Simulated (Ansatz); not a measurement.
Cartesian coordinates (Å):
```xyz
8

Nb     0.0054    -0.1245    -0.1800
O      1.2905     0.8269     0.4016
S     -1.9787     1.2126    -0.3188
H     -1.4071     2.3130     0.2358
S     -0.2280    -1.8669     1.4400
H     -1.2703    -2.4503     0.7859
S      0.5802    -1.0063    -2.3327
H      1.8302    -0.4746    -2.3334
```
Charge 0, multiplicity 1.

Method: frozen-core CCSD(T)/def2-TZVPP // TPSS-D3(BJ)/def2-SVP in Ansatz (a first-principles code).

| Property | Value |
|---|---|
| HF energy | -1325.81178 Ha |
| MP2 correlation energy | -1.27269 Ha |

Q: Estimate the CCSD correlation energy, the (T) correction, the total energy and the T1 diagnostic.

A: 
* **CCSD correlation energy**: -1.26755 Ha
* **(T) correction**: -0.07868 Ha
* **CCSD(T) total energy**: -1327.15801 Ha
* **T1 diagnostic**: 0.024
